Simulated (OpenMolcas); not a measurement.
**N3+: effect of the active space**

| Item | Value |
| --- | --- |
| Program | OpenMolcas |
| Method | SS-CASPT2 or its RAS form, IPEA 0.25 Eh, imaginary shift 0.1 Eh |
| Basis | ANO-R2 |
| Scalar Hamiltonian | X2C, finite nucleus |
| Spin-orbit coupling | state interaction with AMFI integrals over the reference wave functions, term energies averaged over their components |

A. 2 electrons in 4 orbitals (2s 2p); 2S+1 = 3 even, 3 roots; 2S+1 = 1 even, 7 roots; 2S+1 = 3 odd, 3 roots; 2S+1 = 1 odd, 3 roots; closed shells correlated: 1s; CASPT2 step roughly 2.1 core-seconds
B. 2 electrons in 8 orbitals (2s 2p 3s 3p); 2S+1 = 3 even, 3 roots; 2S+1 = 1 even, 7 roots; 2S+1 = 3 odd, 3 roots; 2S+1 = 1 odd, 3 roots; closed shells correlated: 1s; CASPT2 step roughly 5 core-seconds
C. 2 electrons in 9 orbitals (RAS2 2s 2p; RAS3 3d, at most 2 electrons); 2S+1 = 3 even, 3 roots; 2S+1 = 1 even, 7 roots; 2S+1 = 3 odd, 3 roots; 2S+1 = 1 odd, 3 roots; closed shells correlated: 1s; CASPT2 step about 6 core-seconds

Energies in eV above 2s² ¹S₀, the measured ground level; measured values from Moore, Selected Tables of Atomic Spectra, NSRDS-NBS 3, section 4.

```tsv
Level	A	B	C	Measured
2s² ¹S₀	0.0000	0.0000	0.0000	0.0000
2s 2p ³P°₀	8.371	8.365	8.360	8.3329
2s 2p ³P°₁	8.379	8.373	8.368	8.3407
2s 2p ³P°₂	8.396	8.390	8.385	8.3586
2s 2p ¹P°₁	16.497	16.477	16.373	16.2040
2p² ³P₀	21.854	21.842	21.845	21.7636
2p² ³P₁	21.862	21.850	21.853	21.7726
2p² ³P₂	21.879	21.867	21.870	21.7881
2p² ¹D₂	23.661	23.637	23.563	23.4184
2p² ¹S₀	29.460	29.416	29.466	29.1821
```

Deviations, from unrounded energies. A percentage is the sum of absolute deviations over the sum of measured energies, with the sign that they share, or ± where signs differ.

| Against measurement | Levels | A | B | C |
| --- | --- | --- | --- | --- |
| mean absolute deviation (cm-1) | 9 | 1100 | 950 | 830 |
| other configurations (%) | 9 | +0.8 | +0.7 | +0.6 |

C lies closest to measurement on these levels and A furthest from it. The largest miss of C in the table is 2p² ¹S₀, by +2300 cm-1. The ranking rests on the paired levels alone, and a cruder setting can come out closer through cancelling errors.

Among A to C the level of the table that moves most is 2s 2p ¹P°₁, by 1000 cm-1 (lowest in C, highest in A).

Active for correlation alone: 3p 3s; no level in the range computed is led by a configuration that fills them, so any true level of that kind is missing (holds for B). Active for correlation alone: 3d; no level in the range computed is led by a configuration that fills it, so any true level of that kind is missing (holds for C). Measured partners are found by configuration, term and J. A level has none where our copy of the source lacks it or the pairing is in doubt (some pairs that miss far off the trend of their configuration count as doubtful), and it then counts in no deviation. Only configurations of the active space appear.

° marks odd parity.
